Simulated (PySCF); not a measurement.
Removing an electron from `Cc1ccccc1C(=O)F`

Species: C₈H₇FO.
Geometry (PBE0-D3(BJ)/def2-SVP, Å), atoms numbered from 1 in this order:
```
atom  x, y, z in Å
C1    -1.7672   -1.2465   -0.0798
C2    -0.4241   -0.5751   -0.0477
C3     0.7232   -1.3736   -0.1402
C4     2.0064   -0.8362   -0.1148
C5     2.1855    0.5406    0.0064
C6     1.0685    1.3568    0.1003
C7    -0.2284    0.8202    0.0761
C8    -1.3075    1.8283    0.1877
O9    -1.1724    3.0042    0.2819
F10   -2.5435    1.3047    0.1811
H11   -1.6444   -2.3284   -0.2228
H12   -2.3218   -1.0825    0.8558
H13   -2.4008   -0.8570   -0.8884
H14    0.5980   -2.4550   -0.2373
H15    2.8717   -1.4993   -0.1910
H16    3.1877    0.9735    0.0275
H17    1.1676    2.4396    0.1964
```

Level: wB97X-D/def2-SVPD (PySCF). Frontier orbitals with their largest atomic shares (Löwdin; up to four atoms above 4 %):

```
orbital  ε (eV)                          main atoms
 HOMO−3  -12.15  C1 14 %, C3 12 %, C4 11 %, C5 10 %
 HOMO−2  -10.95   O9 67 %, C8 10 %, F10 9 %, C7 6 %
 HOMO−1   -9.69  C7 22 %, C4 20 %, C3 16 %, C6 14 %
   HOMO   -9.39                                   ?
   LUMO   -0.23  C8 16 %, C4 15 %, O9 14 %, C7 13 %
 LUMO+1    1.06  C2 18 %, C5 18 %, C6 18 %, C3 17 %
 LUMO+2    2.17   C1 14 %, C8 11 %, C3 11 %, C4 9 %
```

What vertical ionisation energy does ΔSCF give, and how far is −ε(HOMO) from it?

ΔSCF: 9.46 eV (912 kJ/mol; threshold wavelength 131 nm); ⟨S²⟩ of the doublet left behind is 0.769, against 0.75 for a pure doublet. −ε(HOMO) is 9.39 eV, 0.07 eV below it. For the exact functional −ε(HOMO) would equal the first vertical ionisation energy; wB97X-D (range-separated hybrid) comes within 0.07 eV of that here.

On which atoms does the HOMO lie?

C5 (aromatic CH carbon) 22 %, C2 (substituted aromatic carbon) 21 %, C3 (aromatic CH carbon) 14 %, C6 (aromatic CH carbon) 13 %, so no atom holds as much as 40 %. The HOMO−1 lies 0.30 eV lower.

And the vertical electron affinity, the fundamental gap, Mulliken's electronegativity and the hardness (with the factor ½)?

EA = 0.15 eV by ΔSCF (−ε(LUMO) = 0.23 eV). IE − EA = 9.31 eV against an orbital gap of 9.16 eV; (IE + EA)/2 = 4.81 eV; (IE − EA)/2 = 4.66 eV. Parr's electrophilicity index (IE + EA)²/[8(IE − EA)] is 1.24 eV.

What total energies stand behind the ΔSCF value?

E(N) = -483.65607 Eh and E(N − 1) = -483.30856 Eh at the same geometry, 0.34751 Eh apart. With one more electron, E(N + 1) = -483.66168 Eh.

The lowest singlet excitation (vertical TDDFT, same level) lies at 4.89 eV. How far is it below IE − EA?

IE − EA = 9.31 eV, so by 4.42 eV.

What kinetic energy would electrons from this vertical process carry with 118.2 nm light (10.49 eV)?

10.49 − 9.46 = 1.03 eV.

Isolated species at its PBE0-D3(BJ)/def2-SVP geometry (one conformer only).

The run behind these numbers computed excited states and ΔSCF ions as well. Hardware: an Arm Neoverse N1 with one thread, on a shared host. Cost: 9.3 min wall, 1.2 GiB resident at most.

Note: wB97X-D ran without an empirical dispersion term, which enters the total energy and its gradient alone.
